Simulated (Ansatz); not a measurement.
```yaml
crystal:
  periodic: [false, false, false]
  atoms:
    - {symbol: Si, position_ang: [-1.641500, 0.624549, -0.729131]}
    - {symbol: Si, position_ang: [0.241479, -0.704055, -0.325359]}
    - {symbol: N, position_ang: [0.992032, -0.537846, 1.271081]}
    - {symbol: Al, position_ang: [2.336632, 0.046910, 0.279704]}
    - {symbol: H, position_ang: [-2.022770, 0.557676, -2.168023]}
    - {symbol: H, position_ang: [-1.345995, 2.043790, -0.387243]}
    - {symbol: H, position_ang: [-2.822242, 0.196908, 0.076535]}
    - {symbol: H, position_ang: [-0.073265, -2.108003, -0.738987]}
    - {symbol: H, position_ang: [0.617901, -0.745019, 2.184110]}
    - {symbol: H, position_ang: [3.800825, 0.573889, 0.540413]}
basis:
  gaussian: {orbitals: cc-pVTZ-DK, point_charges: [{charge: 1.00, position_ang: [6.730, 0.090, -0.750]}]}
magnetization: {spin_polarized: true, initial_magnetization: 0}
hamiltonian: {xc: {name: CAM-B3LYP}, dispersion: d4}
```

```sh
$ ansatz run in.yaml --threads 2 --pin off --events-out ev --progress --plain --max-ram 4352MiB
```

Shortened log:

```
Functional definition: CAM-B3LYP
1392 factors; their error is unknown
360 factors; integrals over basis functions are off by at most 2.6e-5 eV
mean field evaluation 1: about -23978.5936 eV, gradient 4.6e1 eV
mean field evaluation 2: about -23959.5480 eV, gradient 7.3e1 eV
mean field evaluation 4: about -23986.6932 eV, gradient 1.8e0 eV
mean field evaluation 8: about -23986.7131 eV, gradient 3.0e-2 eV
mean field evaluation 16: about -23986.7833 eV, gradient 3.1e-5 eV
mean field -23986.78332933 eV, -881.4980285272 hartree, gradient 3.1e-5 eV, S^2 0.000000; 0 other end points of the search recorded, 0 dependent functions left out
reference -23986.78348319 eV, -881.4980341814 hartree; 27, 27 occupied and 189, 189 virtual orbitals, 1392 factors
Total energy: -23986.99508089 eV, -881.5058102535 hartree
Relativity: scalar
```

Run time 19 s (2 threads of an Arm Neoverse N1 on a shared host); peak host memory 0.87 GiB.
